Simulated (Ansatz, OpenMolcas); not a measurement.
## How methods differ on CH4AlClO (SMILES C[O][AlH][Cl])

The species is CH4AlClO (8 atoms), meant as a singlet with charge 0. As SMILES, `C[O][AlH][Cl]`. The coordinates come from a PBE0-D4/def2-TZVP relaxation. This is one conformer, not always the lowest.

Each level gives the vertical energy of the triplet above the singlet (eV). The values are calculated.

| level | kind | program | value (eV) | CPU time (all runs) |
| --- | --- | --- | --- | --- |
| HF/6-31G* (spherical functions) | Hartree–Fock | Ansatz | 5.92 | 14 s |
| BLYP/6-31G* (spherical functions) | GGA | OpenMolcas | 5.71 | 3.7 min |
| PBE/6-31G* (spherical functions) | GGA | Ansatz | 5.62 | 25 s |
| BHLYP/6-31G* (spherical functions) | global hybrid | Ansatz | 6.49 | 26 s |
| PBE0/6-31G* (spherical functions) | global hybrid | Ansatz | 6.15 | 35 s |
| wB97M-V/6-31G* (spherical functions) | range-separated hybrid | Ansatz | 6.72 | 3 min |
| RPA@PBE/6-31G* (spherical functions) | RPA | Ansatz | 5.57 | 38 s |
| RPA@PBE0/6-31G* (spherical functions) | RPA | Ansatz | 6.36 | 53 s |

The values span 5.57 to 6.72 eV. A triplet this far above the singlet is often a Rydberg-like or dissociative state; sets without diffuse functions put Rydberg states too high. Times are those of the runs behind each value, whatever else they computed, on shared processors of several kinds: orders of magnitude only.
